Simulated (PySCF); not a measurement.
PySCF input (CCSD(T)/cc-pVDZ):

```python
from pyscf import gto, scf, mp, cc as ccmod

mol = gto.M(
    atom='''
    C    -0.99068060    0.19143410   -0.16200049
    S     0.56573450   -0.10931967    0.09251142
    H    -1.32804142    1.00501434   -0.80207335
    H    -1.77962703   -0.40450423    0.29389360
    ''',
    basis='cc-pvdz',
    charge=0,
    spin=0,
    verbose=4,
)

mf = scf.RHF(mol)
mf.conv_tol = 1e-10
mf.max_cycle = 100
mf.kernel()
mp2 = mp.MP2(mf, frozen=6).run()
cc = ccmod.CCSD(mf, frozen=6)
cc.max_cycle = 100
cc.kernel()
et = cc.ccsd_t()
print(f'E(CCSD(T)) = {cc.e_tot + et:.9f}')
```

Output:

```
PySCF version 2.14.0

[INPUT] verbose = 4
[INPUT] num. atoms = 4
[INPUT] num. electrons = 24
[INPUT] charge = 0
[INPUT] spin (= nelec alpha-beta = 2S) = 0
[INPUT] symmetry False subgroup None
[INPUT] Mole.unit = angstrom
[INPUT] Symbol           X                Y                Z      unit          X                Y                Z       unit  Magmom
[INPUT]  1 C     -0.990680600000   0.191434100000  -0.162000490000 AA   -1.872115010920   0.361758019903  -0.306136558145 Bohr   0.0
[INPUT]  2 S      0.565734500000  -0.109319670000   0.092511420000 AA    1.069083264218  -0.206584236328   0.174821247195 Bohr   0.0
[INPUT]  3 H     -1.328041420000   1.005014340000  -0.802073350000 AA   -2.509634565878   1.899201853861  -1.515698963312 Bohr   0.0
[INPUT]  4 H     -1.779627030000  -0.404504230000   0.293893600000 AA   -3.363007690573  -0.764402210928   0.555378413762 Bohr   0.0

nuclear repulsion = 44.8991211521681
number of shells = 16
number of NR pGTOs = 81
number of NR cGTOs = 42
basis = cc-pvdz
ecp = {}

******** <class 'pyscf.scf.hf.RHF'> ********
method = RHF
initial guess = minao
damping factor = 0
level_shift factor = 0
DIIS = <class 'pyscf.scf.diis.CDIIS'>
diis_start_cycle = 1
diis_space = 8
diis_damp = 0
SCF conv_tol = 1e-10
SCF conv_tol_grad = None
SCF max_cycles = 100
direct_scf = True
direct_scf_tol = 1e-13
Set gradient conv threshold to 1e-05
Initial guess from minao.
init E= -436.634681831995
  HOMO = -0.252938409404067  LUMO = -0.0563085632764047  gap/eV = 5.35057
cycle= 1 E= -436.466415901653  delta_E= 0.168  |g|= 0.417  |ddm|= 1.77
  HOMO = -0.316869218802723  LUMO = 0.0107835454428704  gap/eV = 8.91589
cycle= 2 E= -436.500211600299  delta_E= -0.0338  |g|= 0.327  |ddm|= 0.638
  HOMO = -0.344224680385357  LUMO = 0.049536099896017  gap/eV = 10.71478
cycle= 3 E= -436.528479134856  delta_E= -0.0283  |g|= 0.0312  |ddm|= 0.268
  HOMO = -0.345902942118665  LUMO = 0.0572459866066253  gap/eV = 10.97024
cycle= 4 E= -436.52912298543  delta_E= -0.000644  |g|= 0.00647  |ddm|= 0.0628
  HOMO = -0.346563721871799  LUMO = 0.0563852667742659  gap/eV = 10.96480
cycle= 5 E= -436.529167742327  delta_E= -4.48e-05  |g|= 0.00314  |ddm|= 0.0187
  HOMO = -0.347069452925173  LUMO = 0.0564647484427052  gap/eV = 10.98072
cycle= 6 E= -436.529176173961  delta_E= -8.43e-06  |g|= 0.00103  |ddm|= 0.00834
  HOMO = -0.34727624240477  LUMO = 0.0564850250644953  gap/eV = 10.98690
cycle= 7 E= -436.529177222796  delta_E= -1.05e-06  |g|= 0.000225  |ddm|= 0.00302
  HOMO = -0.347271946861364  LUMO = 0.0564905983895008  gap/eV = 10.98694
cycle= 8 E= -436.529177279453  delta_E= -5.67e-08  |g|= 5.69e-05  |ddm|= 0.000784
  HOMO = -0.347292247625099  LUMO = 0.0564783692783348  gap/eV = 10.98716
cycle= 9 E= -436.529177282369  delta_E= -2.92e-09  |g|= 9.35e-06  |ddm|= 0.000227
  HOMO = -0.347288356487673  LUMO = 0.0564819891632529  gap/eV = 10.98715
cycle= 10 E= -436.529177282426  delta_E= -5.7e-11  |g|= 1.63e-06  |ddm|= 2.66e-05
  HOMO = -0.347288451390584  LUMO = 0.0564819619185291  gap/eV = 10.98715
Extra cycle  E= -436.529177282427  delta_E= -2.84e-13  |g|= 5.69e-07  |ddm|= 3.27e-06
converged SCF energy = -436.529177282427

******** <class 'pyscf.mp.mp2.RMP2'> ********
nocc = 6, nmo = 36
frozen orbitals 6
E(RMP2) = -436.795210128776  E_corr = -0.266032846349626
E(SCS-RMP2) = -436.792928797486  E_corr = -0.263751515058856
E_corr(same-spin) = -0.0640245006469568
E_corr(oppo-spin) = -0.20200834570267

******** <class 'pyscf.cc.ccsd.CCSD'> ********
CC2 = 0
CCSD nocc = 6, nmo = 36
frozen orbitals 6
max_cycle = 100
direct = 0
conv_tol = 1e-07
conv_tol_normt = 1e-05
diis_space = 6
diis_start_cycle = 0
diis_start_energy_diff = 1e+09
Init t2, MP2 energy = -436.795210132456  E_corr(MP2) -0.266032850029149
Init E_corr(CCSD) = -0.266032850029305
cycle = 1  E_corr(CCSD) = -0.280275525871186  dE = -0.0142426758  norm(t1,t2) = 0.0537889
cycle = 2  E_corr(CCSD) = -0.288950915193373  dE = -0.00867538932  norm(t1,t2) = 0.0220201
cycle = 3  E_corr(CCSD) = -0.290918544985661  dE = -0.00196762979  norm(t1,t2) = 0.0114979
cycle = 4  E_corr(CCSD) = -0.292415218426051  dE = -0.00149667344  norm(t1,t2) = 0.0047498
cycle = 5  E_corr(CCSD) = -0.292240952531468  dE = 0.000174265895  norm(t1,t2) = 0.00131484
cycle = 6  E_corr(CCSD) = -0.292180793966097  dE = 6.01585654e-05  norm(t1,t2) = 0.000264626
cycle = 7  E_corr(CCSD) = -0.292196987383031  dE = -1.61934169e-05  norm(t1,t2) = 0.000104862
cycle = 8  E_corr(CCSD) = -0.292196042579469  dE = 9.44803562e-07  norm(t1,t2) = 2.62749e-05
cycle = 9  E_corr(CCSD) = -0.292195282131391  dE = 7.60448078e-07  norm(t1,t2) = 8.05155e-06
cycle = 10  E_corr(CCSD) = -0.292195298464842  dE = -1.63334513e-08  norm(t1,t2) = 2.34829e-06
CCSD converged
E(CCSD) = -436.8213725808915  E_corr = -0.292195298464842
CCSD(T) correction = -0.0108995700403962
E(CCSD(T)) = -436.832272151
```
